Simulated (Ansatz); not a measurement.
Species: AlH₃ (charge -1, doublet). 
Structure (B3LYP-D3(BJ)/def2-TZVP (Ansatz, a quantum-chemistry and plane-wave program) minimum search):
```xyz
4

Al    -0.0849    -0.0130     0.0399
H      1.0581    -0.3679     1.1564
H      0.0190     1.5526    -0.4258
H      0.0264    -1.0151    -1.2495
```
Charge -1, spin multiplicity 2.

Basis-set convergence of Hartree-Fock and MP2 correlation energies (hartree) with Ansatz. Correlated levels leave the core frozen unless marked. Open shells are spin-unrestricted. No spin-orbit coupling. Non-relativistic.

```json
[
 {"basis": "def2-SVPD", "functions": "48", "E(HF)": "-243.55016", "E(corr, MP2)": "-0.08943"},
 {"basis": "def2-TZVPPD", "functions": "99", "E(HF)": "-243.63663", "E(corr, MP2)": "-0.10464"},
 {"basis": "def2-QZVPPD", "functions": "175", "E(HF)": "-243.64563", "E(corr, MP2)": "-0.11116"}
]
```

Extrapolating the two largest sets (X = 3 and 4) as X^-3: E(corr) = (64·(-0.11116) - 27·(-0.10464))/37 = -0.1159 Eh, an estimate of the basis-set limit. The largest set recovers 95.9 % of it, the smallest 77.1 %.
